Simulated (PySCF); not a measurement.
A calculated (M06-2X, PySCF 2.14, x2c-TZVPPall with one added diffuse shell each of s, p, d type, the spin-free X2C one-electron Hamiltonian (Gaussian nucleus)) atom or ion has these occupied shells.

```tsv
shell	electrons	orbital energy (eV)	rms radius, mean of both spins (bohr)
1s α	1	-35943.9	0.0298
1s β	1	-35943.9	0.0298
2s α	1	-5685.8	0.121
2s β	1	-5685.8	0.121
2p α	3	-5109.1	0.108
2p β	3	-5109.1	0.108
3s α	1	-1201.4	0.320
3s β	1	-1201.4	0.320
3p α	3	-1014.1	0.319
3p β	3	-1014.1	0.319
3d α	5	-734.71	0.296
3d β	5	-734.71	0.296
4s α	1	-236.13	0.739
4s β	1	-236.11	0.739
4p α	3	-174.82	0.789
4p β	3	-174.81	0.789
4d α	5	-82.952	0.903
4d β	5	-82.934	0.903
5s α	1	-32.793	1.85
5s β	1	-32.736	1.85
5p β	3	-17.567	2.21
5p α	3	-17.559	2.21
6p α	1	-1.909	8.08
```

(1) Name the element and its charge.

Results:

(1) Cs (caesium, neutral), in [Xe] 6p1, 2P determinant (an excited configuration).
